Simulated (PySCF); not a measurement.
C₆H₈F₃P.
Numbering: `[CH3:1][C:2]1=[CH:3][P:4]1[CH2:5][CH2:6][C:7]([F:8])([F:9])[F:10]`

NICS is the negative of the GIAO shielding at a point without a nucleus: at the ring centre (0) and 1 Å above and below it (1); zz is the component along the ring normal. Level: GIAO KT3/pcSseg-1 (PySCF, non-relativistic, gas phase) on the PBE0-D3(BJ)/def2-SVP geometry, one conformer.

Ring bond lengths (Å): C2–C3 1.306, C3–P4 1.831, P4–C2 1.840.

Q: Give the NICS values of each ring in ppm.

A: 
| ring | type | NICS(0) | NICS(1), two faces | NICS(1)zz, two faces | rms pucker (Å) | centre to ring atoms, mean (Å) |
| --- | --- | --- | --- | --- | --- | --- |
| C2–C3–P4 | 3-membered ring with P; formal bonds 1 double, 2 single | -26.4 | -6.6 / -9.9 | -13.7 / -21.3 | 0.00 | 0.96 |

Q: What can be read from them?

A: 
- C2–C3–P4: mean NICS(1)zz -17.5 ppm, shielded. A hydrogen on C5, outside the ring, lies 1.72 Å from a NICS(1) probe. The two faces differ by 7.6 ppm, so no symmetry operation interchanges them. NICS(0) lies 18 ppm below the mean NICS(1).

Q: And the bond-length index? Use HOMA with the parameters of Krygowski (1993).

A: 
- C2–C3–P4: HOMA -1.08; the largest term is that of P4–C2, α(R − Ropt)² = 2.40.

Q: Give the inner angles of the rings.

A: 
- C2–C3–P4: C2 68.8°, C3 69.5°, P4 41.7°; sum 180.0° against 180° for a flat convex ring.

Q: What are the shieldings of the ring atoms and their hydrogens in the same run (means over atoms taken as equivalent)?

A: 
```
  atoms                      environment  σ isotropic (ppm)
     C2  fully substituted alkene carbon               51.4
     C3                 alkene CH carbon               76.1
     P4             phosphine phosphorus              512.8
H on C3                 vinylic hydrogen              24.16
```

Q: How do the values depend on the level or the medium?

A: 
```csv
level,"NICS(0), C2–C3–P4","mean NICS(1)zz, C2–C3–P4"
"KT3/pcSseg-1, gas",-26.4,-17.5
"PBE0/pcSseg-1, gas",-26.3,-18.5
"PBE0/pcSseg-1, IEF-PCM acetone",-26.7,-18.8
"PBE0/pcSseg-1, IEF-PCM chloroform",-26.6,-18.7
```

The geometry is the same throughout; the continuum's cavity takes Bondi-type radii × 1.2.

Conformer computed: `[CH3:1][C:2]1=[CH:3][P:4]1[CH2:5][CH2:6][C:7]([F:8])([F:9])[F:10]`: C3–P4–C5–C6 66°, P4–C5–C6–C7 179°, C5–C6–C7–F8 59°.
